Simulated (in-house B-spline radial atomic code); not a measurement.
Values are calculated unless marked as measured or tabulated.
**Building a PAW p channel for Ge, r_c = 2.73 bohr**

Ge, [Ar] 3d10 4s2 4p2, non-relativistic LDA (VWN5), spherical and spin-unpolarised, from an all-electron radial atomic-structure program (B-spline basis) (atomic units; all potentials screened as in the neutral atom).

Two all-electron partial waves φ1, φ2 are integrated outwards at E1 = ε(4p) = -0.149882 and E2 = E1 + 1.5 hartree; φ1 is the bound orbital and φ2 has unit norm inside r_c = 2.7281 bohr. Smooth partners are polynomials, r^2(a0 + a1 r² + a2 r⁴ + a3 r⁶), matched to φ and three derivatives at r_c, with no condition on the norm. The local potential is -2.58065 + (0.770637) r² + (-0.0994443) r⁴ + (0.00477694) r⁶ inside 2.2881 bohr and the all-electron one outside.

| wave | φ(r_c) | φ'(r_c) | a0 | a1 | a2 | a3 |
| --- | --- | --- | --- | --- | --- | --- |
| 1 | 0.5849257 | -0.1200143 | 0.335735 | -0.06463354 | 0.00525774 | -0.0001633448 |
| 2 | 0.9658113 | 0.9659953 | -0.9445738 | 0.3556561 | -0.03824016 | 0.001323312 |

Inside r_c the overlaps are <φi φj> = [[0.52334, -0.22698], [-0.22698, 1.00000]] and, for the smooth waves, [[0.51634, -0.13391], [-0.13391, 0.72760]]. With χj = (Ej − T − V_local) applied to smooth wave j, the program's quadrature gives the matrix B_ij = <smooth i, χj> as [[0.06220, -0.00229], [-0.14190, 0.36853]].

Q: Check the match of the first wave, and find the augmentation charges q_ij.

A: At r_c the four terms are 2.49872, -3.58013, 2.16751, -0.50117, which sum to 0.5849, φ1(r_c) to rounding. q_ij is the all-electron overlap less the smooth one: [[0.00700, -0.09307], [-0.09307, 0.27240]]. The smooth first wave has a norm of 0.5163 inside r_c against 0.5233, and q11 > 0 puts back the missing charge.

Q: B isn't symmetric. Show that D_ij = B_ij + Ej q_ij is.

A: Integrating by parts gives B12 − B21 = (E1 − E2) q12: -0.00229 − (-0.14190) = 0.13961, and −1.5 × (-0.09307) = 0.13961. So D12 = -0.00229 + (1.350118)(-0.09307) = -0.12795 and D21 = -0.14190 + (-0.149882)(-0.09307) = -0.12795; D11 = 0.06115, D22 = 0.73629. The projectors, p = (B⁻¹)ᵀ χ, are dual to the smooth waves; det B = 0.023.

Solving (T + V_local + Σ p D p) ψ = E (1 + Σ p q p) ψ in a sphere of 9 bohr, whose wall lifts the free-atom level a little, gives these levels:

| all-electron | one projector | two projectors |
| --- | --- | --- |
| -0.149314 | -0.149314 | -0.149314 |
| 0.110352 | 0.109970 | 0.110308 |
| 0.441479 | 0.438081 | 0.441286 |
| 0.925530 | 0.909375 | 0.925353 |
| 1.553580 | 1.500930 | 1.553460 |

Q: What does the second projector gain?

A: With one projector the errors are 0.00, -0.38, -3.40, -16.15, -52.65 millihartree. With two the errors are 0.00, -0.04, -0.19, -0.18, -0.12 millihartree. The scattering is exact at E1 and at E2 = 1.350, and over all levels compared the largest error is 0.19 millihartree. The lowest eigenvalue of the overlap operator is 1 with one and 0.9027 with two projectors. The smooth orbital alone needs a cutoff of 2.78 hartree for 1 millihartree of kinetic energy, against 2.88 for a norm-conserving Troullier-Martins orbital of the same radius.
